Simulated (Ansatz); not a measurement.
Start from `FB(F)I` and change one atom or group to get `F[B](F)[AlH2]`.

Ansatz, PBE0-D4/def2-TZVP geometries, multiplicity 1. 

Elements past krypton have def2 core potentials.

```csv
property,`FB(F)I`
HOMO–LUMO gap (PBE0/def2-TZVPP) / eV,7.48
"ideal-gas entropy at 298 K and 1 bar (rigid rotor, harmonic PBE0-D4/def2-TZVP) / J/(mol·K)",296
HOMO energy (B3LYP/def2-TZVPP) / eV,-7.88
size of the dipole moment (ωB97M-V/def2-TZVPP) / D,0.37
zero-point energy (PBE0-D4/def2-TZVP) / kJ/mol,26.0
LUMO energy (PBE/def2-TZVPP) / eV,-1.64
```

Question: What does the change do to each property? (Best estimate.)

Answer: Computed: 
| property | `F[B](F)[AlH2]` | shift |
| --- | --- | --- |
| HOMO–LUMO gap (PBE0/def2-TZVPP) / eV | 6.13 | -1.35 |
| ideal-gas entropy at 298 K and 1 bar (rigid rotor, harmonic PBE0-D4/def2-TZVP) / J/(mol·K) | 310 | 14 |
| HOMO energy (B3LYP/def2-TZVPP) / eV | -7.96 | -0.08 |
| size of the dipole moment (ωB97M-V/def2-TZVPP) / D | 0.95 | 0.58 |
| zero-point energy (PBE0-D4/def2-TZVP) / kJ/mol | 58.6 | 32.6 |
| LUMO energy (PBE/def2-TZVPP) / eV | -2.79 | -1.15 |

The zero-point energy changes by 32.6 kJ/mol with +6 modes. Dipoles are sizes alone; their direction can turn.

B3LYP here is the variant with VWN-RPA as its local correlation; programs differ in this.

Spin–orbit coupling is left out; it splits and shifts lone-pair levels of the heavy atoms by tenths of an eV.
